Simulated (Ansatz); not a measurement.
One change: `[SiH3]CC[SeH]` becomes `[SiH3]CC[AsH2]`.

Ansatz, PBE0-D4/def2-TZVP geometries, multiplicity 1. Each molecule was computed in one conformer, which needn't be the lowest.

Scalar relativity is left out up to krypton.

```
                             property  `[SiH3]CC[SeH]`
HOMO–LUMO gap (B3LYP/def2-TZVPP) / eV             5.96
  LUMO energy (B3LYP/def2-TZVPP) / eV            -0.35
    HOMO energy (PBE/def2-TZVPP) / eV            -5.40
HOMO energy (ωB97M-V/def2-TZVPP) / eV            -8.75
 HOMO–LUMO gap (PBE0/def2-TZVPP) / eV             6.45
    LUMO energy (PBE/def2-TZVPP) / eV            -0.97
```

Task: What does the change do to each property? (An estimate is asked.)

Result: The calculation gave: 
```json
{"property": "HOMO–LUMO gap (B3LYP/def2-TZVPP) / eV", "`[SiH3]CC[AsH2]`": "6.82", "shift": "0.86"}
{"property": "LUMO energy (B3LYP/def2-TZVPP) / eV", "`[SiH3]CC[AsH2]`": "-0.04", "shift": "0.31"}
{"property": "HOMO energy (PBE/def2-TZVPP) / eV", "`[SiH3]CC[AsH2]`": "-5.99", "shift": "-0.59"}
{"property": "HOMO energy (ωB97M-V/def2-TZVPP) / eV", "`[SiH3]CC[AsH2]`": "-9.18", "shift": "-0.43"}
{"property": "HOMO–LUMO gap (PBE0/def2-TZVPP) / eV", "`[SiH3]CC[AsH2]`": "7.26", "shift": "0.81"}
{"property": "LUMO energy (PBE/def2-TZVPP) / eV", "`[SiH3]CC[AsH2]`": "-0.62", "shift": "0.35"}
```

With PBE0 the HOMO falls by 0.51 eV and the LUMO rises by 0.29 eV, so the gap widens by about 0.80 eV. PBE moves the HOMO by -0.59 eV and ωB97M-V by -0.43 eV.

B3LYP here is the variant with VWN-RPA as its local correlation; programs differ in this.

Spin–orbit coupling is left out; it splits and shifts lone-pair levels of the heavy atoms by tenths of an eV.
